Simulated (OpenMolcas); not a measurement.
**Lines of Cr: computed and rescaled rates**

* Program: OpenMolcas
* Method: SS-CASPT2, IPEA 0.25 Eh, imaginary shift 0.1 Eh (closed shells correlated: 3s 3p)
* Basis: ANO-RCC-VTZP [6s5p3d2f1g]
* Scalar Hamiltonian: DKH2, point nucleus
* Active space: 6 electrons in 11 orbitals (3d 4s 4d)
* State averaging: 2S+1 = 7 even, 1 root; 2S+1 = 5 even, 6 roots kept (CI in the orbitals of an earlier block)
* Spin-orbit coupling: RASSI with atomic mean-field integrals over the reference wave functions, term energies averaged over their components

Rates come from the transition moments of the reference wave functions (E1 and E2 in the length form). At fixed line strength A goes as λ^-3 for E1 and M1 and as λ^-5 for E2, so a rate at the computed wavelength can be rescaled to the measured one. Measured vacuum wavelengths follow from level energies in NIST Handbook of Basic Atomic Spectroscopic Data. Branching counts decays inside the model space alone, at computed energies, and the table is only a selection of the M1 lines, drawn from those between levels with measured partners whose computed energy lies within a factor of 1.5 of the measured one.

```tsv
Upper	Lower	Type	λ computed (nm)	λ measured (nm)	A computed (s-1)	A rescaled (s-1)	Branching %
3d4 4s2 5D1	3d4 4s2 5D0	M1	157100	166600	1.40e-05	1.17e-05	16.7
3d4 4s2 5D2	3d4 4s2 5D1	M1	78540	85730	1.17e-04	9.00e-05	57.5
3d4 4s2 5D3	3d4 4s2 5D2	M1	52360	59620	3.24e-04	2.19e-04	73.2
3d4 4s2 5D4	3d4 4s2 5D3	M1	39270	47090	4.48e-04	2.60e-04	71.9
```

The largest correction is for 3d4 4s2 5D4 → 3d4 4s2 5D3 (M1): 4.48e-04 × (39270 / 47090)^3 = 2.60e-04 s-1, a factor of 0.58.

No measured rate stands beside these. Rescaling mends the energy factor alone: line strengths can still be far off where a level mixes with configurations outside the active space, and weak or spin-changing lines hang on small mixing coefficients that depend on the term gaps too, so rescaling need not improve them.

Terms from blocks run as CI alone lack orbitals of their own. Active for correlation alone: 4d; no level in the range computed is led by a configuration that fills it, so any true level of that kind is missing. Some terms miss by over 15 % even with CASPT2, which points to a basis or an active space too small for the shells correlated. Computed and measured levels are paired by configuration, term and J; levels that our copy of the source lacks, or whose pairing is in doubt (as where it misses far off the trend of its configuration), stay unpaired. Only configurations of the active space appear.
